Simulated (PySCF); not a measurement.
Cl3OV, multiplicity 1. Atoms are numbered in the order given.

```xyz
5

V      0.0000     0.0000    -0.2605
O      0.0000     0.0000    -1.8189
Cl     1.7683     1.0210     0.4028
Cl    -1.7683     1.0210     0.4028
Cl     0.0000    -2.0419     0.4028
```
Charge 0, spin multiplicity 1.

Coordinates come from a PBE-D3(BJ)/def2-SVP optimisation. The spin state was assumed, not searched.

Computed with PBE/def2-TZVP run with PySCF.

Isolated molecule, no solvent.

### Question
Estimate the frontier levels, gap, dipole moment and polarisability. (An estimate is asked for; the answer gives what the named calculation found.)

### Answer

```json
{
  "highest_occupied_level": "-8.30 eV",
  "lowest_empty_level": "-5.23 eV",
  "orbital_gap": "3.07 eV",
  "dipole_moment": "0.66 D",
  "quadrupole, principal values (traceless, Buckingham form, about the centre of nuclear charge)": "-2.46, 1.23, 1.23 D·Å",
  "mean_static_polarisability": "77.6 bohr³ (11.50 Å³)",
  "polarisability_principal_values": "61.6, 85.6, 85.6 bohr³"
}
```
